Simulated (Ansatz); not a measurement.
Compare A (`C[SiH](F)CO`) with its isomer B (`CO[SiH](C)F`).

Gas-phase electronic energies from Ansatz, PBE0-D4/def2-TZVP geometries. CBS: MP2 limit from def2 TZ/QZ plus the TZ coupled-cluster correction, frozen cores. DFT in def2-TZVPP. B3LYP here is the variant with VWN-RPA as its local correlation; programs differ in this. Each species was taken in one conformer, which may not be the lowest.

Question: Which isomer does CCSD(T)/CBS put lower? Give the gap. (Estimate.)

Answer: Computed: B, by 31.4 kcal/mol.

Question: Give E(B) − E(A) in kcal/mol with B3LYP-D4, PBE0-D4, MP2/def2-TZVPP, HF/def2-TZVPP, PBE-D4, B2PLYP, B3LYP. (Best estimate.)

Answer: Computed: B3LYP-D4 -31.5, PBE0-D4 -29.4, MP2/def2-TZVPP -32.4, HF/def2-TZVPP -35.8, PBE-D4 -28.0, B2PLYP -32.2, B3LYP -31.6. None reverses the order clearly.

Largest T1 diagnostic: 0.011.

In def2-TZVPP, CCSD(T) changes the Hartree–Fock value by +4.1 kcal/mol (the triples alone add +0.5 kcal/mol) and MP2 by +3.4 kcal/mol. From PBE to PBE0 (25 % exact exchange), in def2-TZVPP and without D4, E(B) − E(A) moves by −1.4 kcal/mol.
